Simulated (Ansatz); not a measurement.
CH₃F₃Ti, SMILES `[CH3][Ti]([F])([F])[F]`. Total charge 0; spin multiplicity 1. Correlated methods include outer-core shells of Ti, which these sets cover unevenly. Scalar relativity is left out up to krypton.

```tsv
atom	x (Å)	y (Å)	z (Å)
C1	0.767	0.205	0.706
Ti2	-0.702	-0.188	-0.647
F3	-1.850	1.125	-0.501
F4	0.086	-0.231	-2.208
F5	-1.376	-1.735	-0.183
H6	1.229	1.166	0.463
H7	0.329	0.247	1.708
H8	1.517	-0.590	0.661
```

(1) Give the diagnostics of a CCSD(T)/def2-TZVPP run (frozen core, Ansatz 0.2.0). (An estimate is asked.)

Answers

(1) Ansatz gave: T1 = 0.0219, largest single amplitude 0.049, largest double 0.060, (T) share of the correlation energy 4.1 %, 12 CCSD cycles. The RHF solution is stable towards an unrestricted one. T1 lies over the customary mark of 0.02 for closed shells; compounds of d metals often pass it without a breakdown.
